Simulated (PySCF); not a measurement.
1-chloro-1,3-difluorobuta-1,2-diene (C4H3ClF2), SMILES CC(F)=C=C(F)Cl.

Geometry optimised at B3LYP-D3(BJ)/def2-SVP.

The numbers are results of TDDFT-M06-2X/def2-SVPD in PySCF, not measurements.

Vertical excitations. The molecule is in vacuum.

```
state  energy (eV)  λ (nm)      f                                             main pairs
-----  -----------  ------  -----  -----------------------------------------------------
S1            5.12     242  0.001                                         HOMO→LUMO 90 %
S2            5.57     222  0.001                                     HOMO−1→LUMO+1 90 %
S3            6.49     191  0.013                     HOMO−1→LUMO 55 %, HOMO→LUMO+1 42 %
S4            7.18     173  0.007    HOMO→LUMO+3 44 %, HOMO→LUMO+2 25 %, HOMO→LUMO+8 9 %
S5            7.31     170  0.833  HOMO→LUMO+1 46 %, HOMO−1→LUMO 31 %, HOMO−1→LUMO+2 7 %
S6            7.47     166  0.083                     HOMO→LUMO+2 58 %, HOMO→LUMO+4 17 %
S7            7.55     164  0.177                                     HOMO−1→LUMO+2 79 %
S8            7.77     159  0.216                   HOMO−2→LUMO 60 %, HOMO−1→LUMO+3 10 %
S9            8.16     152  0.000                                     HOMO−2→LUMO+1 94 %
S10           8.37     148  0.014                   HOMO−1→LUMO+3 69 %, HOMO−2→LUMO 16 %
T1            4.40     282      0                     HOMO−1→LUMO 63 %, HOMO→LUMO+1 26 %
T2            4.67     265      0                     HOMO→LUMO+1 64 %, HOMO−1→LUMO 27 %
T3            4.93     252      0                                         HOMO→LUMO 94 %
T4            5.35     232      0                                     HOMO−1→LUMO+1 94 %
```
Triplets are in the Tamm–Dancoff approximation, which puts them higher than full response would, so one can lie above its singlet here.
